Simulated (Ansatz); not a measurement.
Born–Oppenheimer molecular dynamics of a periodic cell of 19 atoms, Al18In (surface Al(111), adsorbate In). It goes on from the last frame of an earlier run, with new velocities.

Theory: DFT PBE, scalar-relativistic, plane waves, PAW (Ansatz 0.2.0). Settings: accuracy low, PAW set soft_1, cutoff 420 eV, k mesh 3x2x1, fermi-dirac smearing 0.05 eV, no spin polarisation.

```
ensemble        : NVT, Nosé–Hoover chain
time step       : 2 fs
steps asked     : 140
set temperature : 600 K
thermostat      : time constant 200 fs, chain length 5
atoms held      : 1 to 6
seed            : 463189
```

Frames 20 fs apart, positions in Å, forces in eV/Å.

Velocities at 0 fs (Å/ps):

```
Al 0.00 0.00 0.00
Al 0.00 0.00 0.00
Al 0.00 0.00 0.00
Al 0.00 0.00 0.00
Al 0.00 0.00 0.00
Al 0.00 0.00 0.00
Al 7.26 -6.35 -7.11
Al -6.22 0.84 0.58
Al 3.37 8.15 2.38
Al -0.56 7.73 1.87
Al -2.41 1.24 -2.05
Al 6.05 4.13 -1.48
Al -3.22 4.89 -2.56
Al 3.42 -2.74 6.19
Al -5.16 -3.10 3.42
Al 2.08 -0.41 -8.55
Al 2.93 -2.78 0.07
Al -1.30 -0.82 -2.11
In 2.48 -3.29 -0.97
```

```xyz
19
Lattice="5.7276 0.0000 0.0000 4.2957 7.4403 0.0000 0.0000 0.0000 15.6765" Properties=species:S:1:pos:R:3:forces:R:3 time_fs=0 energy_less_start_eV=0.000 T=600
Al 1.432 0.827 1.000 -0.08 0.02 -0.04
Al 4.296 0.827 1.000 0.20 -0.07 -0.22
Al 2.864 3.307 1.000 0.02 0.07 -0.08
Al 5.728 3.307 1.000 -0.04 -0.06 -0.32
Al 4.296 5.787 1.000 -0.03 0.12 -0.26
Al 7.160 5.787 1.000 0.03 0.06 -0.18
Al 0.059 1.744 3.329 -0.05 -0.40 -0.18
Al 2.996 1.571 3.234 -0.25 0.33 0.42
Al 1.331 4.180 3.230 0.54 -0.05 0.36
Al 4.317 4.277 3.269 -0.35 -0.58 0.05
Al 2.944 6.564 3.325 -0.36 0.39 0.07
Al 5.742 6.657 3.329 0.14 0.21 0.06
Al -0.039 0.084 5.653 0.27 0.13 -0.05
Al 2.928 0.053 5.678 -0.27 0.26 -0.07
Al 1.417 2.474 5.539 0.26 0.08 0.21
Al 4.364 2.628 5.560 -0.35 -0.20 0.20
Al 2.611 4.955 5.585 0.37 -0.30 -0.05
Al 5.606 5.059 5.589 -0.08 -0.09 0.37
In 3.081 6.305 8.128 0.02 0.06 -0.30
19
Lattice="5.7276 0.0000 0.0000 4.2957 7.4403 0.0000 0.0000 0.0000 15.6765" Properties=species:S:1:pos:R:3:forces:R:3 time_fs=20 energy_less_start_eV=0.275 T=437
Al 1.432 0.827 1.000 0.07 -0.03 -0.56
Al 4.296 0.827 1.000 0.10 -0.05 -0.17
Al 2.864 3.307 1.000 -0.03 0.16 0.03
Al 5.728 3.307 1.000 0.05 0.07 -0.09
Al 4.296 5.787 1.000 -0.08 0.16 -0.25
Al 7.160 5.787 1.000 0.07 0.00 -0.30
Al 0.183 1.609 3.188 -0.82 0.47 0.50
Al 2.876 1.615 3.275 0.60 0.49 0.31
Al 1.422 4.321 3.297 -0.11 -0.77 0.02
Al 4.289 4.383 3.302 0.01 -0.71 -0.30
Al 2.881 6.624 3.294 0.17 0.53 0.22
Al 5.859 6.742 3.313 -0.42 -0.44 0.38
Al -0.078 0.179 5.599 0.45 -0.42 0.02
Al 2.968 0.019 5.788 -0.53 0.26 -0.37
Al 1.341 2.425 5.615 0.53 0.36 -0.10
Al 4.376 2.607 5.407 -0.43 -0.14 0.35
Al 2.690 4.880 5.585 0.11 -0.11 0.11
Al 5.580 5.043 5.576 0.18 0.11 0.46
In 3.131 6.240 8.104 0.10 0.05 -0.26
19
Lattice="5.7276 0.0000 0.0000 4.2957 7.4403 0.0000 0.0000 0.0000 15.6765" Properties=species:S:1:pos:R:3:forces:R:3 time_fs=40 energy_less_start_eV=0.525 T=290
Al 1.432 0.827 1.000 0.27 -0.11 -0.77
Al 4.296 0.827 1.000 0.01 -0.01 -0.24
Al 2.864 3.307 1.000 -0.10 0.20 0.05
Al 5.728 3.307 1.000 0.10 0.12 -0.02
Al 4.296 5.787 1.000 -0.13 0.20 -0.18
Al 7.160 5.787 1.000 0.11 -0.05 -0.17
Al 0.196 1.535 3.113 -0.99 0.90 0.87
Al 2.829 1.724 3.356 0.46 0.22 -0.21
Al 1.501 4.361 3.366 -0.52 -0.77 -0.34
Al 4.262 4.392 3.295 0.27 -0.35 -0.31
Al 2.840 6.750 3.292 0.51 -0.01 0.20
Al 5.921 6.770 3.347 -0.64 -0.63 0.36
Al -0.057 0.218 5.550 0.30 -0.64 0.22
Al 2.938 0.021 5.848 -0.36 0.12 -0.40
Al 1.336 2.425 5.680 0.38 0.44 -0.19
Al 4.334 2.566 5.307 0.07 0.00 0.80
Al 2.784 4.790 5.601 -0.14 0.23 0.27
Al 5.578 5.038 5.625 0.28 0.02 0.29
In 3.185 6.177 8.071 0.12 0.12 -0.22
19
Lattice="5.7276 0.0000 0.0000 4.2957 7.4403 0.0000 0.0000 0.0000 15.6765" Properties=species:S:1:pos:R:3:forces:R:3 time_fs=60 energy_less_start_eV=0.345 T=403
Al 1.432 0.827 1.000 0.16 -0.06 -0.31
Al 4.296 0.827 1.000 -0.05 0.01 -0.28
Al 2.864 3.307 1.000 -0.14 0.21 -0.06
Al 5.728 3.307 1.000 0.13 0.12 -0.06
Al 4.296 5.787 1.000 -0.17 0.23 -0.19
Al 7.160 5.787 1.000 0.16 -0.05 0.05
Al 0.082 1.582 3.151 -0.04 0.76 0.41
Al 2.839 1.858 3.405 -0.26 -0.48 -0.71
Al 1.510 4.297 3.390 -0.48 -0.23 -0.38
Al 4.271 4.349 3.250 0.29 -0.12 0.12
Al 2.862 6.874 3.317 0.06 -0.73 0.09
Al 5.896 6.718 3.427 -0.41 -0.08 -0.05
Al 0.008 0.172 5.533 0.11 -0.32 0.50
Al 2.858 0.041 5.854 0.00 0.06 -0.24
Al 1.382 2.483 5.720 -0.01 0.06 -0.09
Al 4.303 2.525 5.323 0.55 0.07 1.25
Al 2.862 4.731 5.649 -0.22 0.40 -0.10
Al 5.613 5.036 5.716 0.20 -0.14 0.10
In 3.243 6.118 8.031 0.10 0.29 -0.06
19
Lattice="5.7276 0.0000 0.0000 4.2957 7.4403 0.0000 0.0000 0.0000 15.6765" Properties=species:S:1:pos:R:3:forces:R:3 time_fs=80 energy_less_start_eV=0.168 T=518
Al 1.432 0.827 1.000 0.00 -0.03 0.02
Al 4.296 0.827 1.000 -0.01 0.00 -0.16
Al 2.864 3.307 1.000 -0.09 0.17 -0.27
Al 5.728 3.307 1.000 0.09 0.08 -0.26
Al 4.296 5.787 1.000 -0.09 0.23 -0.18
Al 7.160 5.787 1.000 0.10 0.04 0.15
Al -0.047 1.734 3.251 0.43 0.16 0.04
Al 2.827 1.929 3.370 -0.07 -0.84 -0.05
Al 1.454 4.202 3.364 -0.17 0.39 -0.07
Al 4.317 4.287 3.220 -0.02 0.03 0.52
Al 2.894 6.902 3.357 -0.26 -0.82 0.03
Al 5.815 6.649 3.500 0.03 0.20 -0.49
Al 0.087 0.081 5.585 -0.33 0.14 0.53
Al 2.780 0.069 5.827 0.45 0.02 0.00
Al 1.430 2.549 5.748 -0.18 -0.40 -0.05
Al 4.337 2.490 5.505 0.11 -0.05 0.68
Al 2.911 4.727 5.681 -0.17 0.38 -0.67
Al 5.677 5.015 5.823 0.12 -0.17 -0.02
In 3.304 6.069 7.989 0.06 0.46 0.27
19
Lattice="5.7276 0.0000 0.0000 4.2957 7.4403 0.0000 0.0000 0.0000 15.6765" Properties=species:S:1:pos:R:3:forces:R:3 time_fs=100 energy_less_start_eV=0.171 T=531
Al 1.432 0.827 1.000 -0.08 -0.07 0.12
Al 4.296 0.827 1.000 0.05 -0.02 0.06
Al 2.864 3.307 1.000 -0.01 0.16 -0.32
Al 5.728 3.307 1.000 -0.02 0.04 -0.38
Al 4.296 5.787 1.000 -0.02 0.16 -0.08
Al 7.160 5.787 1.000 0.03 0.13 0.15
Al -0.122 1.903 3.362 0.38 -1.02 0.08
Al 2.801 1.887 3.322 0.03 -0.76 0.43
Al 1.377 4.158 3.327 0.43 0.66 0.22
Al 4.357 4.232 3.260 -0.59 0.36 0.42
Al 2.895 6.819 3.402 -0.20 -0.35 0.01
Al 5.733 6.607 3.510 0.23 0.35 -0.42
Al 0.122 0.007 5.707 -0.48 0.40 0.02
Al 2.763 0.101 5.796 0.66 -0.07 0.07
Al 1.458 2.564 5.767 -0.03 -0.45 -0.08
Al 4.389 2.451 5.786 -0.26 -0.02 0.00
Al 2.936 4.774 5.625 -0.14 0.16 -0.69
Al 5.759 4.972 5.928 0.06 -0.01 -0.17
In 3.369 6.033 7.955 -0.06 0.34 0.56
19
Lattice="5.7276 0.0000 0.0000 4.2957 7.4403 0.0000 0.0000 0.0000 15.6765" Properties=species:S:1:pos:R:3:forces:R:3 time_fs=120 energy_less_start_eV=0.192 T=534
Al 1.432 0.827 1.000 -0.04 -0.09 0.14
Al 4.296 0.827 1.000 0.02 -0.03 0.24
Al 2.864 3.307 1.000 0.08 0.09 -0.07
Al 5.728 3.307 1.000 -0.14 0.04 -0.10
Al 4.296 5.787 1.000 0.01 0.02 0.03
Al 7.160 5.787 1.000 -0.02 0.17 0.08
Al -0.142 1.939 3.486 0.28 -1.23 0.06
Al 2.778 1.740 3.327 0.02 -0.21 0.24
Al 1.354 4.199 3.317 0.45 0.17 0.18
Al 4.323 4.220 3.353 -0.37 0.12 -0.30
Al 2.867 6.686 3.446 -0.09 0.28 -0.24
Al 5.680 6.614 3.462 0.17 0.42 -0.09
Al 0.098 -0.013 5.831 0.02 0.47 -0.66
Al 2.833 0.120 5.775 0.30 -0.29 0.07
Al 1.482 2.518 5.776 0.06 -0.15 -0.01
Al 4.409 2.412 6.075 -0.21 0.25 -0.41
Al 2.939 4.845 5.483 -0.20 -0.06 0.46
Al 5.851 4.927 6.011 -0.09 0.15 -0.26
In 3.432 6.008 7.939 -0.23 -0.12 0.62
19
Lattice="5.7276 0.0000 0.0000 4.2957 7.4403 0.0000 0.0000 0.0000 15.6765" Properties=species:S:1:pos:R:3:forces:R:3 time_fs=140 energy_less_start_eV=0.449 T=398
Al 1.432 0.827 1.000 -0.03 -0.10 0.12
Al 4.296 0.827 1.000 0.01 -0.02 0.31
Al 2.864 3.307 1.000 0.15 0.02 0.21
Al 5.728 3.307 1.000 -0.20 0.07 0.25
Al 4.296 5.787 1.000 0.02 -0.05 0.10
Al 7.160 5.787 1.000 -0.06 0.17 0.01
Al -0.126 1.812 3.619 0.01 -0.37 -0.13
Al 2.760 1.563 3.365 0.20 0.53 -0.07
Al 1.385 4.262 3.331 -0.27 -0.56 0.02
Al 4.245 4.218 3.405 0.56 -0.54 -0.87
Al 2.826 6.592 3.454 0.10 0.88 -0.62
Al 5.648 6.675 3.397 -0.07 -0.06 0.09
Al 0.074 0.032 5.869 0.37 0.26 -0.78
Al 2.947 0.099 5.765 -0.08 -0.39 0.16
Al 1.513 2.449 5.784 0.04 0.17 0.07
Al 4.402 2.406 6.311 -0.02 0.38 -0.64
Al 2.913 4.909 5.408 -0.21 -0.23 1.58
Al 5.931 4.902 6.058 -0.28 0.17 -0.30
In 3.488 5.979 7.943 -0.22 -0.32 0.49
19
Lattice="5.7276 0.0000 0.0000 4.2957 7.4403 0.0000 0.0000 0.0000 15.6765" Properties=species:S:1:pos:R:3:forces:R:3 time_fs=160 energy_less_start_eV=0.534 T=363
Al 1.432 0.827 1.000 -0.04 -0.07 0.06
Al 4.296 0.827 1.000 0.04 0.05 0.25
Al 2.864 3.307 1.000 0.13 -0.03 0.25
Al 5.728 3.307 1.000 -0.19 0.06 0.31
Al 4.296 5.787 1.000 0.05 -0.06 0.04
Al 7.160 5.787 1.000 -0.12 0.11 -0.04
Al -0.106 1.631 3.732 -0.22 0.74 -0.60
Al 2.769 1.458 3.398 0.26 1.12 -0.14
Al 1.387 4.255 3.353 -0.34 -0.64 0.19
Al 4.229 4.150 3.351 0.35 -0.36 -0.14
Al 2.799 6.605 3.385 0.21 0.17 -0.19
Al 5.607 6.724 3.342 -0.08 -0.78 0.16
Al 0.097 0.108 5.808 0.32 -0.48 0.13
Al 3.055 0.026 5.778 -0.29 -0.10 0.17
Al 1.551 2.402 5.800 0.07 0.36 0.06
Al 4.390 2.451 6.460 0.09 0.23 -0.80
Al 2.863 4.942 5.523 0.24 -0.40 0.13
Al 5.971 4.900 6.064 -0.54 0.10 -0.31
In 3.539 5.940 7.964 0.07 -0.03 0.45
19
Lattice="5.7276 0.0000 0.0000 4.2957 7.4403 0.0000 0.0000 0.0000 15.6765" Properties=species:S:1:pos:R:3:forces:R:3 time_fs=180 energy_less_start_eV=0.610 T=335
Al 1.432 0.827 1.000 -0.01 -0.06 0.09
Al 4.296 0.827 1.000 0.02 0.13 0.10
Al 2.864 3.307 1.000 0.05 -0.07 0.10
Al 5.728 3.307 1.000 -0.10 0.04 0.13
Al 4.296 5.787 1.000 0.07 -0.10 -0.14
Al 7.160 5.787 1.000 -0.20 0.02 -0.05
Al -0.114 1.548 3.762 -0.09 1.22 -0.84
Al 2.809 1.500 3.413 -0.10 0.69 -0.02
Al 1.346 4.161 3.403 0.08 -0.24 0.32
Al 4.263 4.032 3.273 -0.08 0.10 0.50
Al 2.795 6.645 3.288 -0.05 -0.57 0.40
Al 5.561 6.673 3.309 0.36 -0.62 0.25
Al 0.168 0.120 5.764 0.22 -0.84 0.84
Al 3.126 -0.061 5.813 -0.30 0.29 -0.02
Al 1.598 2.402 5.826 -0.04 0.26 0.01
Al 4.390 2.530 6.499 0.15 -0.06 -0.83
Al 2.841 4.916 5.666 0.27 -0.53 -1.07
Al 5.936 4.913 6.024 -0.56 0.08 -0.33
In 3.594 5.899 8.002 0.30 0.26 0.56
19
Lattice="5.7276 0.0000 0.0000 4.2957 7.4403 0.0000 0.0000 0.0000 15.6765" Properties=species:S:1:pos:R:3:forces:R:3 time_fs=200 energy_less_start_eV=0.356 T=512
Al 1.432 0.827 1.000 0.03 -0.09 0.22
Al 4.296 0.827 1.000 -0.02 0.09 0.08
Al 2.864 3.307 1.000 -0.01 -0.05 -0.02
Al 5.728 3.307 1.000 0.02 0.03 0.02
Al 4.296 5.787 1.000 0.03 -0.14 -0.21
Al 7.160 5.787 1.000 -0.24 -0.03 -0.02
Al -0.130 1.613 3.687 0.37 -0.14 -0.05
Al 2.840 1.636 3.425 -0.33 -0.39 0.03
Al 1.313 4.030 3.496 0.31 0.26 0.03
Al 4.289 3.927 3.259 -0.28 0.76 0.59
Al 2.787 6.615 3.243 -0.16 -0.36 0.66
Al 5.560 6.537 3.312 0.41 0.05 0.35
Al 0.270 0.028 5.817 0.00 0.04 0.03
Al 3.158 -0.114 5.846 -0.07 0.32 -0.15
Al 1.637 2.435 5.855 -0.35 -0.25 0.05
Al 4.412 2.600 6.419 0.19 -0.42 -0.75
Al 2.854 4.823 5.677 0.05 0.06 -0.81
Al 5.826 4.938 5.937 -0.10 0.06 -0.29
In 3.659 5.864 8.058 0.15 0.17 0.25
19
Lattice="5.7276 0.0000 0.0000 4.2957 7.4403 0.0000 0.0000 0.0000 15.6765" Properties=species:S:1:pos:R:3:forces:R:3 time_fs=220 energy_less_start_eV=0.426 T=504
Al 1.432 0.827 1.000 0.00 -0.06 0.35
Al 4.296 0.827 1.000 0.00 -0.01 0.29
Al 2.864 3.307 1.000 -0.03 -0.01 0.07
Al 5.728 3.307 1.000 0.06 0.00 0.16
Al 4.296 5.787 1.000 -0.06 -0.08 -0.01
Al 7.160 5.787 1.000 -0.16 -0.04 0.10
Al -0.102 1.669 3.590 0.25 -1.05 -0.03
Al 2.828 1.724 3.440 -0.11 -1.11 -0.05
Al 1.318 3.932 3.592 0.13 0.66 -0.63
Al 4.279 3.922 3.324 -0.16 0.84 0.14
Al 2.760 6.534 3.285 0.07 0.10 0.29
Al 5.615 6.401 3.360 0.14 0.55 0.04
Al 0.375 -0.064 5.884 -0.33 0.74 -0.38
Al 3.180 -0.124 5.861 0.15 0.21 -0.10
Al 1.631 2.435 5.894 -0.34 -0.54 0.17
Al 4.460 2.613 6.230 0.08 -0.69 -0.50
Al 2.878 4.737 5.578 -0.05 0.75 0.22
Al 5.699 4.968 5.808 0.43 -0.24 0.03
In 3.731 5.834 8.125 -0.09 -0.03 -0.16
```

Of the whole run (280 fs, mean temperature of the second half 499 K): The conserved energy stayed within 0.052 meV per atom of its start (net change 0.031 meV per atom), so the integration is sound. The mean temperature of the second half is 17 % below the set value. A run of 0.28 ps of so small a system gives no equilibrium averages. Limits of this set-up: coarse k mesh, thin slab, slab without dipole correction, low accuracy level.

The run took 15 min on 1 thread of Arm Neoverse V2, on a shared host, peak memory 0.75 GiB.
